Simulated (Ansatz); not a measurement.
Geometry optimisation of SbSbSbSb tetrahedron (Sb4).

```yaml
crystal:
  periodic: [false, false, false]
  atoms:
    - {symbol: Sb, position_ang: [-1.441750, 0.589280, -0.691760]}
    - {symbol: Sb, position_ang: [-0.375800, -1.074640, 1.268430]}
    - {symbol: Sb, position_ang: [0.911180, 1.303750, 0.611470]}
    - {symbol: Sb, position_ang: [0.906360, -0.818390, -1.188140]}
basis:
  gaussian: {orbitals: def2-SVP}
hamiltonian: {xc: r2scan, dispersion: d4}
scf: {omitted_lower_state_checks: [starts]}
output: {orbitals: {seedname: orbitals}}
relax: {f_tol: 0.02, max_steps: 100}
```

```sh
$ ansatz run in.yaml --threads 4 --pin off --events-out ev --progress --plain --max-ram 3916MiB
```

It prints (some lines left out):

```
Functional definition: r2SCAN
  name "r2SCAN"
  cite "Furness, Kaplan, Ning, Perdew & Sun, J. Phys. Chem. Lett. 11, 8208 (2020) doi:10.1021/acs.jpclett.0c02405"
  cite "Furness, Kaplan, Ning, Perdew & Sun, J. Phys. Chem. Lett. 11, 9248 (2020) doi:10.1021/acs.jpclett.0c03077"
  parent r2scan
  parameter k0 = 0.174
  parameter k1 = 0.065
  parameter a1 = 4.9479
  exchange = r2scan_x(k0 = k0, k1 = k1, a1 = a1)
  correlation = r2scan_c
these checks for a lower state are left out or cut short: starts
mean field -26164.50027410 eV, -961.5276501378 hartree, gradient 4.5e-5 eV, S^2 0.000000; 0 other end points of the search recorded, 0 dependent functions left out
the calculation of the forces begins
relax step   1: F+E_penalty+E_count = -26164.55541322 eV  Δ(F+E_penalty+E_count) = +0.000e0 eV  max|allowed force component| = 8.867e-1 eV/Å  Δτ_max = 0.0000 Å  (23 SCF iters, accepted)
these checks for a lower state are left out or cut short: starts, cluster_reference, orbital_swaps, neighbouring_geometries, increment
mean field -26164.34077289 eV, -961.5217885764 hartree, gradient 4.4e-6 eV, S^2 0.000000; 0 other end points of the search recorded, 0 dependent functions left out
the calculation of the forces begins
relax step   2: F+E_penalty+E_count = -26164.39582689 eV  Δ(F+E_penalty+E_count) = +1.596e-1 eV  max|allowed force component| = 1.294e0 eV/Å  Δτ_max = 0.1080 Å  (32 SCF iters, rejected (line search))
these checks for a lower state are left out or cut short: starts, cluster_reference, orbital_swaps, neighbouring_geometries, increment
mean field -26164.57166420 eV, -961.5302736759 hartree, gradient 1.1e-5 eV, S^2 0.000000; 0 other end points of the search recorded, 0 dependent functions left out
the calculation of the forces begins
relax step   3: F+E_penalty+E_count = -26164.62675931 eV  Δ(F+E_penalty+E_count) = -7.135e-2 eV  max|allowed force component| = 1.194e-1 eV/Å  Δτ_max = 0.0310 Å  (28 SCF iters, accepted)
these checks for a lower state are left out or cut short: starts, cluster_reference, orbital_swaps, neighbouring_geometries, increment
mean field -26164.57315635 eV, -961.5303285111 hartree, gradient 3.7e-6 eV, S^2 0.000000; 0 other end points of the search recorded, 0 dependent functions left out
the calculation of the forces begins
relax step   4: F+E_penalty+E_count = -26164.62824429 eV  Δ(F+E_penalty+E_count) = -1.485e-3 eV  max|allowed force component| = 2.448e-3 eV/Å  Δτ_max = 0.0052 Å  (28 SCF iters, accepted)
these checks for a lower state are left out or cut short: starts
mean field -26164.57315635 eV, -961.5303285111 hartree, gradient 3.8e-6 eV, S^2 0.000000; 0 other end points of the search recorded, 0 dependent functions left out
the calculation of the forces begins
Total energy: -26164.62825233 eV, -961.5323532511 hartree
Atom 0 at    -1.472130     0.601694    -0.705962 Å, force    -0.002448     0.000997    -0.001160 eV/Å
Atom 1 at    -0.383826    -1.097101     1.294847 Å, force    -0.000642    -0.001809     0.002144 eV/Å
Atom 2 at     0.930259     1.331305     0.624351 Å, force     0.001541     0.002218     0.001049 eV/Å
Atom 3 at     0.925687    -0.835899    -1.213236 Å, force     0.001549    -0.001406    -0.002032 eV/Å
Dipole moment:     0.000000    -0.000000    -0.000000 e Å
Checks for a lower state left out: starts
```

It took 17 s on 4 threads of Arm Neoverse V1 on a shared host.

In the def2 sets Sb takes a core potential; there is no spin–orbit coupling.
